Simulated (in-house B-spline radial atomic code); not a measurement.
Whole-atom quantities along the 46-electron series, configuration [Kr] 4d10. Breit and QED terms are first order and not part of the total energy; the density at the nucleus is averaged over the nuclear charge. Computed with an all-electron radial atomic-structure program (B-spline basis): Dirac-Hartree-Fock, average of the configuration, finite nuclei.

```tsv
ion	Z	E/Z² (Eh)	Σ<r²> (bohr²)	n(0)/Z³ (bohr⁻³)	Lamb diamagnetic shielding (ppm)	repulsion over attraction	Breit energy (eV)	self-energy (eV)	vacuum polarisation (eV)	Dirac less non-relativistic energy (Eh)
Cs9+	55	-2.5676	14.128	1.6941	6025.6	0.14097	165.26	127.49	-17.514	-232.45
Ba10+	56	-2.5863	13.083	1.7455	6174.06	0.13909	175.79	135.99	-18.957	-251.61
La11+	57	-2.6047	12.161	1.8005	6323.47	0.13722	186.79	144.93	-20.497	-271.99
Ce12+	58	-2.6228	11.34	1.8577	6473.85	0.13538	198.27	154.3	-22.14	-293.65
Pr13+	59	-2.6406	10.605	1.9181	6625.25	0.13355	210.24	164.14	-23.893	-316.66
Nd14+	60	?	?	?	?	?	?	?	?	?
Pm15+	61	-2.6755	9.3453	2.0438	6931.31	0.12995	235.69	185.28	-27.751	-366.93
Sm16+	62	-2.6926	8.8021	2.1026	7086.03	0.1282	249.2	196.61	-29.866	-394.31
Eu17+	63	?	?	?	?	?	?	?	?	?
Gd18+	64	-2.7262	7.8537	2.2449	7399.19	0.12475	277.87	220.9	-34.522	-453.98
Tb19+	65	-2.7427	7.4378	2.3372	7557.77	0.12307	293.06	233.91	-37.087	-486.43
Dy20+	66	-2.7589	7.055	2.402	7717.58	0.12141	308.82	247.52	-39.793	-520.63
Ho21+	67	?	?	?	?	?	?	?	?	?
Er22+	68	-2.791	6.3746	2.5794	8041.64	0.11817	342.15	276.64	-45.757	-594.91
```

**Question.** Fill in the row of Nd14+.

**Answer.** E/Z² (Eh): -2.6582; Σ<r²> (bohr²): 9.9434; n(0)/Z³ (bohr⁻³): 1.9809; Lamb diamagnetic shielding (ppm): 6777.73; repulsion over attraction: 0.13174; Breit energy (eV): 222.71; self-energy (eV): 174.46; vacuum polarisation (eV): -25.761; Dirac less non-relativistic energy (Eh): -341.06.

**Question.** Fill in the row of Eu17+.

**Answer.** E/Z² (Eh): -2.7095; Σ<r²> (bohr²): 8.3068; n(0)/Z³ (bohr⁻³): 2.173; Lamb diamagnetic shielding (ppm): 7241.98; repulsion over attraction: 0.12646; Breit energy (eV): 263.26; self-energy (eV): 208.47; vacuum polarisation (eV): -32.122; Dirac less non-relativistic energy (Eh): -423.31.

**Question.** Fill in the row of Ho21+.

**Answer.** E/Z² (Eh): -2.7751; Σ<r²> (bohr²): 6.7016; n(0)/Z³ (bohr⁻³): 2.4932; Lamb diamagnetic shielding (ppm): 7878.89; repulsion over attraction: 0.11977; Breit energy (eV): 325.18; self-energy (eV): 261.75; vacuum polarisation (eV): -42.687; Dirac less non-relativistic energy (Eh): -556.79.

**Question.** With what power of Z does the column «Breit energy (eV)» change over this range?

**Answer.** A fit of the logarithm of its size against log Z from Z = 55 to 68 has slope 3.43.
